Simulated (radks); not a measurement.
Values are calculated unless marked as measured or tabulated.
Excited configurations of Re IV: one electron is placed in a higher orbital outside [Xe] 4f14 5d3. The ground configuration is [Xe] 4f14 5d4. Level of theory: scalar-relativistic Kohn-Sham, BLYP, spin-polarised, spherical densities, finite nucleus; open shells are filled with parallel spins first (spin-orbit coupling, left out, can overturn this in heavy ions); Fermi nuclear charge, rms radius 5.3698 fm (a radial shooting solver on a logarithmic mesh with Libxc functionals). Excitation = E - E(ground); binding = E(ion) - E, where the ion is the core of charge +4; n* = 4/sqrt(2 binding) in atomic units, and the quantum defect is n - n*.

| outer orbital | excitation (eV) | binding (eV) | n* | quantum defect | eigenvalue (eV) | <r> (bohr) |
|---|---|---|---|---|---|---|
| 5f | 25.094 | 15.186 | 3.786 | 1.214 | -12.436 | 3.737 |
| 6s | 4.312 | 35.968 | 2.460 | 3.540 | -31.686 | 2.457 |
| 6p | 12.885 | 27.395 | 2.819 | 3.181 | -23.894 | 2.932 |
| 6f | 30.230 | 10.050 | 4.654 | 1.346 | -8.678 | 6.783 |
| 7p | 25.412 | 14.868 | 3.826 | 3.174 | -13.259 | 5.477 |
| 7d | 29.390 | 10.889 | 4.471 | 2.529 | -9.583 | 7.030 |
| 7f | 33.269 | 7.011 | 5.572 | 1.428 | -6.178 | 10.48 |

Estimate the row for 7s.

Answer. excitation (eV) 22.485; binding (eV) 17.795; n* 3.498; quantum defect 3.502; eigenvalue (eV) -15.961; <r> (bohr) 4.751. The Delta-SCF ionisation energy is 40.280 eV (NIST Atomic Spectra Database: 39 eV, theoretical). Self-interaction in the functional shifts the binding energies and quantum defects, so they are the method's values and not measured ones. Open shells are spherical and high-spin; term and fine-structure splittings are not resolved. Spin-orbit splitting is averaged out at the scalar-relativistic level.
